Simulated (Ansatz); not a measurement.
Wavefunction ladder for CH$_{4}$AsBS (`B1SC[AsH]1`)

Cartesian coordinates in Å:
```
B -0.4582 -0.4309 1.3038
S -1.2901 0.8063 0.3507
C -0.1552 0.4526 -1.0235
As 0.7112 -1.1593 -0.1977
H -0.6576 -0.7035 2.4437
H 0.5366 1.2785 -1.1778
H -0.6872 0.2372 -1.9493
H 2.0006 -0.4809 0.2502
```

Total charge 0; spin multiplicity 1. Correlated methods include outer-core shells of As, which these sets cover unevenly. Scalar relativity is left out up to krypton. All single points use the PBE0-D4/def2-TZVP geometry. Frozen core, restricted reference, Ansatz.

```csv
basis,HF (Eh),MP2 corr.,CCSD corr.,(T),CCSD(T) total
def2-SVP,-2696.15315,-0.58538,-0.62239,-0.02272,-2696.79826
def2-TZVPP,-2696.64307,-0.71142,-0.74542,-0.03571,-2697.42420
def2-QZVPP,-2696.70184,-1.02617,–,–,–
```
